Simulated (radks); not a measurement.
Results of a calculation; reference values are marked as such.
All-electron atom: the lead ion Pb3+ in [Xe] 4f14 5d10 5f1 (not the ground configuration). Level of theory: scalar-relativistic Kohn-Sham, PBE, spin-polarised, spherical densities, finite nucleus; open shells are filled with parallel spins first (spin-orbit coupling, left out, can overturn this in heavy ions); Fermi nuclear charge, rms radius 5.5012 fm (a radial shooting solver on a logarithmic mesh with Libxc functionals).

Normalised radial functions P(r) = r R(r), r in bohr:

r,4f up,4f down
0.002528,0.0000,0.0000
0.003454,0.0000,0.0000
0.004719,0.0000,0.0000
0.006499,0.0000,0.0000
0.008878,0.0001,0.0001
0.01213,0.0004,0.0004
0.0167,0.0011,0.0011
0.02282,0.0034,0.0034
0.03117,0.0098,0.0098
0.04293,0.0278,0.0278
0.05865,0.0721,0.0721
0.08013,0.1716,0.1716
0.1095,0.3675,0.3675
0.1507,0.6985,0.6985
0.2059,1.1076,1.1076
0.2814,1.4481,1.4481
0.3875,1.5136,1.5136
0.5293,1.2319,1.2319
0.7231,0.7649,0.7650
0.9959,0.3396,0.3396
1.361,0.1051,0.1051
1.859,0.0204,0.0203
2.539,0.0021,0.0021
3.497,0.0001,0.0001
4.777,0.0000,0.0000
6.526,0.0000,0.0000
8.988,0.0000,0.0000
12.28,0.0000,0.0000

4f up: eigenvalue -165.88 eV, 0 radial nodes, <r> = 0.454 bohr, 90 % of the charge inside 0.720 bohr. 4f down: eigenvalue -165.88 eV, 0 radial nodes, <r> = 0.454 bohr, 90 % of the charge inside 0.720 bohr.
